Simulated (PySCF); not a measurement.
Gas-phase reaction: 3 BHCl2 + 4 N2 + 3 BH3 ⇌ 2 B3N3Cl3H3 + 2 NH3

Method: PySCF energies (xtb for GFN2) plus ideal-gas RRHO corrections (1 bar). † marks an energy on the PBE0/def2-TZVP geometry and frequencies; other levels use their own. MP2 freezes the core. All species are closed-shell singlets. B3LYP is the form with VWN-RPA correlation. MP2 isn't extrapolated to the basis-set limit.

GFN2-xTB gives ΔH°(298 K) = -1939 kJ.

**Question.** What do MP2/def2-SVP†, B3LYP/def2-TZVP†, PBE0/def2-SVP† give?

**Answer.** MP2/def2-SVP†: -1599 kJ; B3LYP/def2-TZVP†: -1554 kJ; PBE0/def2-SVP†: -1878 kJ. For scale, ΔH°(298 K) is -1939 kJ at this level, -1667 kJ at ωB97M-V/def2-TZVP†, and runs from -2190 to -1302 kJ over the 18 levels computed († marks an energy on the PBE0/def2-TZVP geometry).
